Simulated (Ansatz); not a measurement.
Calculated with Ansatz (gas phase, PBE0-D4/def2-TZVP geometries, no zero-point term in ΔE). CCSD(T)/CBS is the MP2 limit (def2-TZVPP, def2-QZVPP) plus CCSD(T) − MP2 in def2-TZVPP, frozen cores. This one scheme is used for every species. DFT in def2-TZVPP. HSE06 is defined as in plane-wave codes. One conformer a species, not always the lowest.

Reaction (formal hydrolysis of the Si–F bond): `N[Si](N)(N)F` + H₂O → `N[Si](N)(N)O` + H–F

```csv
level,ΔE (kJ/mol)
PBE0-D4,43.7
PBE,46.0
r2SCANh,46.4
HSE06,45.4
LC-ωPBE,48.2
HF/def2-TZVPP,53.0
MP2/def2-TZVPP,39.3
HF/CBS(def2),54.9
```

(1) What does CCSD(T)/CBS give? (Best estimate.)

Largest T1 diagnostic among the species: 0.010.

## Answers

(1) Computed: +43.7 kJ/mol. The listed levels differ from it by 0.0, 2.3, 2.7, 1.7, 4.5, 9.3, -4.4, 11.2 kJ/mol.

Leaving LDA and LC-ωPBE aside and taking each functional with its dispersion term where it has one, the values, not all of them listed here, spread over 8.0 kJ/mol, from revPBE-D4 to CAM-B3LYP-D4. LDA lies −3.5 kJ/mol from PBE without D4. In def2-TZVPP, CCSD(T) changes the Hartree–Fock value by −12.0 kJ/mol (the triples alone add −1.9 kJ/mol) and MP2 by −13.8 kJ/mol.
